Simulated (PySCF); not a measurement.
# Telling isomers of C6H5F2N apart by NMR

- couplings computed with B3LYP/pcJ-1 (spin–dipole term left out of most H,H and C,H couplings)
- geometry from GFN2-xTB
- shieldings: GIAO PBE0/pcSseg-1
- program: PySCF 2.14
- rapidly exchanging positions averaged, one conformer, no solvent, relativity neglected

Scale: TMS for ¹H (σ = 31.72 ppm) and ¹³C (σ = 186.93 ppm) (reference shieldings calculated alike). Multiplet labels drop J under 1 Hz and among equivalent protons, and merge close values. Unscaled 3J(H,H) run several per cent high. Splittings of carbon signals by F and P are missing where no couplings were computed. Where no couplings were computed, multiplicities follow the n + 1 count of equivalent neighbours, and m marks all less simple cases (inequivalent or close neighbours, rings, F or P nearby). One-bond C–F couplings are unscaled and too large by tens of Hz. Shifts are as computed. Against solution values, carbons near 30 ppm lie about +3 ppm off and those near 130 ppm about +5 ppm. Of 1211 compounds with measured shifts, 218 miss one by over three times the rms of a fit or turn the order of signals round; such compounds aren't used in these exercises.

(1) Tabulate the signals of `C=CC/C(F)=C(/F)C#N`, `FC(F)c1ccccn1` and their relative energies.

(2) What is the quickest way to tell C=CC/C(F)=C(/F)C#N from FC(F)c1ccccn1?

Results:

(1) 
```json
{"SMILES": "C=CC/C(F)=C(/F)C#N", "carbon types": "3×C 1×CH 2×CH2", "δC": "174.6, 139.6, 131.2, 128.4, 117.3, 40.2", "δH": "6.34 (m, 1H), 5.88 (m, 1H), 5.66 (m, 1H), 3.28 (m, 2H)", "E rel. (kcal/mol)": "54.5"}
{"SMILES": "FC(F)c1ccccn1", "carbon types": "1×C 5×CH", "δC": "161.5, 154.5, 143.3, 130.5, 128.1, 124.0", "δH": "8.94 (dt, 1H), 8.19 (m, 1H), 8.11 (m, 1H), 7.56 (m, 1H), 7.05 (t, 1H)", "E rel. (kcal/mol)": "0.0"}
```

Energies are electronic energies at PBE0/pcSseg-1 on these geometries, without zero-point or thermal terms, each for the one conformer computed, which needn't be the lowest.

(2) Both give the same number of carbon signals, but DEPT or the intensities differ. The first has a terminal =CH2 carbon at 128.4 ppm, the second an sp3 CH bonded to 2 F, on an aromatic ring at 124.0 ppm. Their most deshielded carbons lie at 174.6 and 161.5 ppm. In the proton spectra the most deshielded non-exchanging signals are 6.34 (m, 1H) and 8.94 (dt, J = 5.6, 1.2 Hz, 1H).
